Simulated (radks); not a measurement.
Q: Valence configurations of Sr (all share [Kr]). All-electron calculation, Dirac Kohn-Sham, PBE, spin-unpolarised, spherical densities, finite nucleus; open shells fill j = l - 1/2 first; Fermi nuclear charge, rms radius 4.224 fm. Program: a radial shooting solver on a logarithmic mesh with Libxc functionals. Order these by energy: 5s1.5 5p0.5; 4d2; 4d1 5s0.5 5p0.5; 5s0.5 5p1.5; 5s2; 5s1 5p1; 4d1 5p1; 4d1 5s1.

A: From the lowest, in eV above it: 5s2 0.000; 5s1.5 5p0.5 1.113; 5s1 5p1 2.252; 4d1 5s1 2.303; 4d1 5s0.5 5p0.5 3.327; 5s0.5 5p1.5 3.416; 4d1 5p1 4.368; 4d2 4.682. NIST lists [Kr] 5s2 as the ground configuration; this level of theory agrees among the configurations tried. The energies are those of spherical spin-averaged densities, not of single terms.
